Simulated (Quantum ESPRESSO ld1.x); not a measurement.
The nuclear charge of neutral argon is varied continuously with 18 electrons held in [Ar]. Method: non-relativistic Kohn-Sham, PBE, spin-unpolarised, spherical densities, point nucleus; computed with ld1.x of Quantum ESPRESSO 7.5. By the Hellmann-Feynman theorem dE/dZ = E(electron-nucleus)/Z, the electronic potential at the nucleus.

Z,E (hartree),E(electron-nucleus)/Z (hartree),HOMO,e(HOMO) (eV),<r> HOMO (bohr)
17.5,-493.105,-67.2399,3p,-4.444,1.831
18,-527.347,-69.7252,3p,-10.286,1.665
18.5,-562.829,-72.2018,3p,-17.128,1.534
19,-599.547,-74.6724,3p,-24.896,1.427

The central difference of E at Z = 18 is -69.724 hartree, to compare with the third column; the second derivative is -4.96 hartree. No converged solution with all levels bound was reached at Z = 17.
